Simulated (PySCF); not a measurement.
Fill in the blanks.

Species: C3H10SSi2.
SMILES: `C=C(C)[SiH2]S[SiH3]`

Conformer (atom-mapped SMILES and torsion angles): `[CH2:1]=[C:2]([CH3:3])[SiH2:4][S:5][SiH3:6]`: C1–C2–Si4–S5 122°, C2–Si4–S5–Si6 158°.

```json
{"property": "point group", "level": "PBE0-D3(BJ)/def2-SVP", "value": "C1"}
{"property": "rotational constants A, B, C", "level": "PBE0-D3(BJ)/def2-SVP", "value": "?"}
{"property": "dipole moment", "level": "PBE0/def2-SVPD", "value": "1.15 D"}
{"property": "HOMO energy", "level": "PBE0/def2-SVPD", "value": "?"}
{"property": "LUMO energy", "level": "PBE0/def2-SVPD", "value": "-0.71 eV"}
{"property": "lowest singlet excitation", "level": "TDDFT PBE0/def2-SVPD", "value": "5.52 eV (225 nm, f = 0.006)"}
{"property": "strongest line among the 10 lowest singlet transitions", "level": "TDDFT PBE0/def2-SVPD", "value": "S5 at 6.52 eV (190 nm, f = 0.171)"}
{"property": "lowest triplet excitation (Tamm–Dancoff)", "level": "TDA PBE0/def2-SVPD", "value": "?"}
{"property": "static isotropic polarisability", "level": "PBE0/def2-SVPD", "value": "?"}
{"property": "vertical ionisation energy", "level": "ΔSCF PBE0/def2-SVPD", "value": "9.23 eV"}
{"property": "electronic spatial extent ⟨r²⟩ about the centre of nuclear charge", "level": "PBE0/def2-SVPD", "value": "1535 bohr²"}
{"property": "13C chemical shifts (computed TMS as zero) by class", "level": "GIAO KT3/pcSseg-1", "value": "137.8 (1 C), 126.5 (1 C), 25.1 (1 C) ppm"}
{"property": "1H chemical shifts (computed TMS as zero) by class", "level": "GIAO KT3/pcSseg-1", "value": "5.84 (1 H), 5.78 (1 H), 4.79 (2 H), 4.49 (3 H), 2.07 (3 H) ppm"}
{"property": "isotropic shieldings of nuclei other than C and H, by class", "level": "GIAO KT3/pcSseg-1", "value": "386 (1 Si), 417 (1 Si), 819 (1 S) ppm"}
```

Electronic properties: PySCF, gas phase, density fitting. Isolated species at its PBE0-D3(BJ)/def2-SVP geometry (one conformer only). NMR classes are plain means over equivalent atoms (diastereotopic ones count apart unless rotation or inversion swaps them), as if these changed places fast; in this geometry the members of some classes differ.

What is the lowest triplet excitation (Tamm–Dancoff)?

4.09 eV.

The static isotropic polarisability?

115.7 au.

Give the rotational constants A, B, C.

4.385, 0.841, 0.792 GHz.

The HOMO energy?

-7.35 eV.

The 10 singlets span 5.52 to 7.14 eV, and their oscillator strengths add up to 0.36. No computed singlet falls in the visible range (750 to 380 nm, 1.65 to 3.26 eV); S1 lies 2.26 eV above its blue end. The dipole equals about 3.8 × 10⁻³⁰ C·m (1 D = 3.33564 × 10⁻³⁰ C·m). The polarisability is 17.15 Å³ as a volume (1 au = 0.148185 Å³), or 1.61 au for each of the 72 electrons.
